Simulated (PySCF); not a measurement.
# What PySCF settings do for ZnSn

Base input, run as `OMP_NUM_THREADS=1 python input.py` with PySCF 2.14:

```python
from pyscf import gto, dft
from pyscf.prop.polarizability import uhf as pol

mol = gto.M(
    atom='Zn 0 0 0; Sn 0 0 2.54',
    basis='lanl2dz',
    ecp={'Zn': 'lanl2dz', 'Sn': 'lanl2dz'},
    charge=0,
    spin=2,
    verbose=4,
)
mf = dft.UKS(mol, xc='revpbe')
mf.kernel()
print('polarizability (a.u.)')
print(pol.Polarizability(mf).polarizability().round(4))
mf.dip_moment()
print('orbital energies (hartree):', [e[max(0, n-3):n+3].round(4) for e, n in zip(mf.mo_energy, mol.nelec)])
```

Base result: E(SCF) = -69.293260 Eh, ⟨S²⟩ = 2.010, μz(SCF) = -2.20 D, α(xx, yy, zz) = 61.0, 61.0, 144.4 bohr³. The bond length is a typed value, not an optimised one. No search for the lowest solution was made.

Run time: 6 s on 1 thread of Arm Neoverse V1 (shared host), peak memory 0.21 GiB.

Each row names what differs from the base; energies in brackets are changes from the base.

```tsv
change	result	wall time (s)
functional: revpbe → pbe0	E(SCF) = -68.763984 Eh, ⟨S²⟩ = 2.018, μz(SCF) = -2.32 D, α(xx, yy, zz) = 62.1, 62.1, 145.6 bohr³	6.1
length unit: angstrom → bohr [unsound on purpose]	E(SCF) = -68.468355 Eh (+22.4468 eV), 13 cycles, ⟨S²⟩ = 2.002, μz(SCF) = -0.94 D, α(xx, yy, zz) = 48.2, 48.2, 100.3 bohr³	3.5
geometry: bond 2.54 → bond 0 [unsound on purpose]	stops with RuntimeError (Ill geometry)	0.63
step after the SCF: polarizability → casscf; SCF type: UKS → ROHF; functional: revpbe → none (Hartree–Fock); active space: default → 6 electrons in 8 orbitals	not converged: CASSCF, SCF after 50 cycles	12
initial guess: minao → huckel	E(SCF) = -69.293260 Eh (+0.0000 eV), 10 cycles, ⟨S²⟩ = 2.010, μz(SCF) = -2.20 D, α(xx, yy, zz) = 61.0, 61.0, 144.4 bohr³	3.3
step after the SCF: polarizability → mp2; SCF type: UKS → UHF; functional: revpbe → none (Hartree–Fock); frozen orbitals: default → 0	E(SCF) = -66.719519 Eh, E(MP2) − E(SCF) = -0.19814 Eh, ⟨S²⟩ = 2.025, μz(SCF) = 0.00 D	0.88
second-order solver: off → on [ends in another solution than the base]	E(SCF) = -68.711298 Eh (+15.8360 eV), 14 cycles, ⟨S²⟩ = 2.006, μz(SCF) = -1.72 D, α(xx, yy, zz) = 196.3, 79.7, 130.7 bohr³	17
electric field along z (a.u.): none → -0.01	E(SCF) = -69.309029 Eh (-0.4291 eV), 15 cycles, ⟨S²⟩ = 2.008, μz(SCF) = -5.78 D, α(xx, yy, zz) = 57.4, 57.4, 137.8 bohr³	4.1
functional: revpbe → b3pw91	E(SCF) = -68.937240 Eh, ⟨S²⟩ = 2.014, μz(SCF) = -2.22 D, α(xx, yy, zz) = 62.1, 62.1, 144.8 bohr³	6.2
spin (2S): 2 → 4 [a high spin state]	E(SCF) = -69.215978 Eh (+2.1030 eV), 14 cycles, ⟨S²⟩ = 6.001, μz(SCF) = -1.13 D, α(xx, yy, zz) = 47.5, 47.5, 134.0 bohr³	3.7
electric field along z (a.u.): none → 0.2 [unsound on purpose] [may be another electronic state]	E(SCF) = -72.100951 Eh (-76.4012 eV), ⟨S²⟩ = 2.003, μz(SCF) = 58.18 D, α(xx, yy, zz) = 56.1, 66.7, 68.0 bohr³	6.8
initial guess: minao → vsap	stops with AssertionError (ECP or PP not supported)	0.79
functional: revpbe → tpssh	E(SCF) = -68.922488 Eh, ⟨S²⟩ = 2.012, μz(SCF) = -2.32 D, α(xx, yy, zz) = 63.6, 63.6, 148.1 bohr³	9.6
charge: 0 → 1; spin (2S): 2 → 1 [another spin of the ion may lie lower]	E(SCF) = -69.040026 Eh (+6.8909 eV), 15 cycles, ⟨S²⟩ = 0.752, α(xx, yy, zz) = 48.1, 45.7, 110.1 bohr³	3.8
geometry: bond 2.54 → bond 2.235	E(SCF) = -69.264356 Eh (+0.7865 eV), 15 cycles, ⟨S²⟩ = 2.007, μz(SCF) = -2.02 D, α(xx, yy, zz) = 57.2, 57.2, 135.7 bohr³	4.2
integration grid: default → 1	E(SCF) = -69.293242 Eh (+0.0005 eV), ⟨S²⟩ = 2.010, μz(SCF) = -2.20 D, α(xx, yy, zz) = 61.0, 61.0, 144.4 bohr³	2
functional: revpbe → wb97xd3x [unsound on purpose]	stops with KeyError ("LibXCFunctional: name 'WB97XD3X' not found.")	0.65
PCM solvent, dielectric constant: none → 32.6; step after the SCF: polarizability → analyze [may be another electronic state]	not converged: SCF after 50 cycles	6.9
geometry: bond 2.54 → bond 2.616	E(SCF) = -69.295844 Eh (-0.0703 eV), ⟨S²⟩ = 2.011, μz(SCF) = -2.24 D, α(xx, yy, zz) = 61.9, 61.9, 146.3 bohr³	6.3
charge: 0 → 1; spin (2S): 2 → 3 [another spin of the ion may lie lower] [a high spin state]	E(SCF) = -68.972896 Eh (+8.7176 eV), 15 cycles, ⟨S²⟩ = 3.753, α(xx, yy, zz) = 50.7, 50.7, 109.3 bohr³	5
functional: revpbe → wb97	E(SCF) = -69.176335 Eh, ⟨S²⟩ = 2.021, μz(SCF) = -2.36 D, α(xx, yy, zz) = 62.4, 62.4, 148.1 bohr³	4.9
```

Q: Order these changes by how far they move the SCF energy from the base, largest first: (1) electric field along z (a.u.): none → -0.01; (2) geometry: bond 2.54 → bond 2.235; (3) geometry: bond 2.54 → bond 2.616; (4) integration grid: default → 1.

A: (2) +0.7865 eV, (1) -0.4291 eV, (3) -0.0703 eV, (4) +0.0005 eV.
